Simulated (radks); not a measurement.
Question: In XI, 39 electrons, occupied as [Kr] 4d3. Calculated with a radial shooting solver on a logarithmic mesh with Libxc functionals: scalar-relativistic Kohn-Sham, r2SCAN, spin-polarised, spherical densities, finite nucleus; open shells are filled with parallel spins first (spin-orbit coupling, left out, can overturn this in heavy ions); meta-GGA in the generalised Kohn-Sham scheme; Fermi nuclear charge, rms radius 4.6156 fm. Some entries of the table are withheld. Estimate them.

orbital  occ.  eigenvalue (eV)  <r> (bohr)
1s down     1        -28006.44     0.02972
1s up       1        -28006.43     0.02972
2s up       1        -4380.753      0.1284
2s down     1        -4379.186      0.1284
2p up       3        -3949.731      0.1122
2p down     3        -3948.569      0.1121
3s up       1        -995.7477      0.3471
3s down     1        -995.3591      0.3470
3p up       3        -853.6176      0.3456
3p down     3        -853.0485      0.3456
3d up       5              (1)      0.3227
3d down     5              (2)      0.3226
4s up       1        -306.1432      0.8087
4s down     1        -300.8846      0.8078
4p up       3              (3)         (4)
4p down     3              (5)         (6)
4d up       3        -191.5556      0.9400
4d down     0        -185.9915      0.9389

Answer: 
(1) 3d up eigenvalue (eV): -634.2372
(2) 3d down eigenvalue (eV): -633.0419
(3) 4p up eigenvalue (eV): -260.6140
(4) 4p up <r> (bohr): 0.8538
(5) 4p down eigenvalue (eV): -255.2342
(6) 4p down <r> (bohr): 0.8530
